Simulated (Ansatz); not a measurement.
`C/C([SiH3])=C\N` + `BO[SiH2]S` → `BO[SiH2]SC` + `N/C=C/[SiH3]`  (substitution at a C–C bond)

Program: Ansatz. Geometries: PBE0-D4/def2-TZVP. ΔE: electronic, gas phase. CCSD(T)/CBS is the MP2 limit (def2-TZVPP, def2-QZVPP) plus CCSD(T) − MP2 in def2-TZVPP, frozen cores. Double bonds are as drawn, so ΔE can hold a change between cis and trans. Functionals use def2-TZVPP. One conformer a species, not always the lowest.

```json
{"species": "`C/C([SiH3])=C\\N`", "r2SCAN energy (Eh)": "-463.90488"}
{"species": "`BO[SiH2]S`", "r2SCAN energy (Eh)": "-790.81805"}
{"species": "`BO[SiH2]SC`", "r2SCAN energy (Eh)": "-830.11647"}
{"species": "`N/C=C/[SiH3]`", "r2SCAN energy (Eh)": "-424.60140"}
```

**Question.** Work out ΔE.

**Answer.** ΔE = (-830.11647) + (-424.60140) − (-463.90488) − (-790.81805) = 0.00506 Eh = +13.3 kJ/mol. CCSD(T)/CBS gives +15.5 kJ/mol.

Largest T1 diagnostic among the species: 0.013.

In def2-TZVPP, CCSD(T) changes the Hartree–Fock value by +6.9 kJ/mol (the triples alone add +0.0 kJ/mol) and MP2 by +7.9 kJ/mol.
